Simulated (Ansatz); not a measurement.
Reaction (homolysis of the O–Si bond): `CO[Si](O)(F)Cl` → `C[O]`• + `O[Si](F)Cl`•

Calculated with Ansatz (gas phase, PBE0-D4/def2-TZVP geometries, no zero-point term in ΔE). CCSD(T)/CBS adds triple-zeta CCSD(T) − MP2 to the extrapolated MP2 energy (def2 sets, frozen cores). DFT in def2-TZVPP. No spin–orbit coupling; open shells (•) take unrestricted orbitals. One conformer a species, not always the lowest.

CCSD(T)/CBS gives +5.64 eV.

Task: Another level gave +5.20 eV. Which?
A. ωB97M-V/def2-TZVPP
B. HF/def2-TZVPP
C. BHLYP/def2-TZVPP
D. PBE0-D4/def2-TZVPP

Result: D. PBE0-D4 5.20, ωB97M-V 5.52, HF/def2-TZVPP 4.25, BHLYP 5.15 eV.

Largest T1 diagnostic among the species: 0.019.

From r2SCAN to r2SCAN0 (25 % exact exchange), in def2-TZVPP and without D4, ΔE moves by +0.04 eV. In def2-TZVPP, CCSD(T) changes the Hartree–Fock value by +1.25 eV (the triples alone add +0.07 eV) and MP2 by +1.60 eV; breaking electron pairs costs correlation energy, which Hartree–Fock lacks. At CCSD(T), def2-SVP lies −0.37 eV from the extrapolated value and def2-TZVPP −0.14 eV: correlation converges slowly with the basis, and small sets miss more of it in the bonded molecule than in its fragments.

CCSD(T)/CBS has its own doubt, a few kJ/mol and more with outer-core shells, so smaller differences from it don't rank the levels.
